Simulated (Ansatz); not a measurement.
Geometry optimisation, RKS PBE0-D4/def2-SVP in Ansatz 0.2.0.

input.yaml

```yaml
crystal:
  periodic: [false, false, false]
  atoms:
    - { symbol: Ti, position_ang: [-0.403391, 0.303514, 0.248763] }
    - { symbol: Br, position_ang: [2.167988, 1.173868, 0.084871] }
    - { symbol: S, position_ang: [-0.274147, -1.672085, -0.771014] }
    - { symbol: H, position_ang: [1.00837, -1.211839, -0.851655] }
    - { symbol: F, position_ang: [-1.52867, 1.309582, -0.564641] }
    - { symbol: F, position_ang: [-0.970149, 0.09686, 1.853675] }
basis:
  gaussian: { orbitals: def2-SVP }
hamiltonian:
  xc: pbe0
  dispersion: d4
relax:
  f_tol: 0.03
  max_steps: 50
```

Run as:

```bash
$ ansatz run input.yaml --threads 2 --pin off --max-ram 3072MiB --backend cpu --events-out ev --progress --plain --runs-dir out
```

Q: Where does it end, and by what steps?

A: The run converged. The force dipped under the threshold on the way, but the program's further checks kept it going. After 21 steps the energy has fallen by 0.703 eV; H4 moved furthest, 1.00 Å. Parted: Ti1–H4.

| step | energy less start (eV) | largest force component (eV/Å) | accepted |
| --- | --- | --- | --- |
| 0 | 0.0000 | 2.286 | yes |
| 1 | -0.5180 | 0.700 | yes |
| 2 | -0.5921 | 0.705 | yes |
| 3 | -0.6198 | 0.335 | yes |
| 4 | -0.6237 | 0.256 | yes |
| 5 | -0.6258 | 0.042 | yes |
| 6 | -0.6259 | 0.010 | yes |
| 7 | -0.6260 | 0.016 | yes |
| 8 | -0.6170 | 0.740 | no |
| 9 | -0.6282 | 0.112 | yes |
| 10 | -0.6311 | 0.431 | yes |
| 11 | -0.6476 | 0.384 | yes |
| 12 | -0.6601 | 0.493 | yes |
| 13 | -0.6819 | 0.138 | yes |
| 14 | -0.6700 | 0.940 | no |
| 15 | -0.6922 | 0.109 | yes |
| 16 | -0.6967 | 0.072 | yes |
| 17 | -0.6964 | 0.450 | no |
| 18 | -0.7007 | 0.039 | yes |
| 19 | -0.7022 | 0.010 | yes |
| 20 | -0.7021 | 0.142 | no |
| 21 | -0.7026 | 0.018 | yes |

```xyz
6
Properties=species:S:1:pos:R:3
Ti -0.203 0.329 0.352
Br 1.857 1.410 0.562
S 0.125 -1.793 -0.348
H 0.358 -1.331 -1.602
F -1.141 1.155 -0.837
F -0.995 0.229 1.873
```

Whether the end is a true minimum wasn't checked by a vibrational analysis.

Time of the run: 3.1 min on 2 threads of Arm Neoverse N1, on a shared host, peak memory 0.32 GiB.
